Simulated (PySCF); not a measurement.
Electron correlation in Be (beryllium, neutral)

[He] 2s1 3s1, high-spin 3S determinant (an excited configuration). Calculation: PySCF 2.14, in aug-cc-pCVTZ; the non-relativistic Hamiltonian (point nucleus). Frozen: 1s2; 2 electrons correlated.

With two correlated electrons CCSD is exact within the correlated space (frozen core and kept virtual orbitals).

```json
{"level": "CCSD", "correlation energy (mhartree)": "-4.80"}
```

Diagnostics: T1 = 0.018, D1 = 0.0360, largest double amplitude 0.067.

Question: Is a single reference adequate?

Answer: Yes: T1 lies below 0.03 and no double amplitude reaches 0.07.
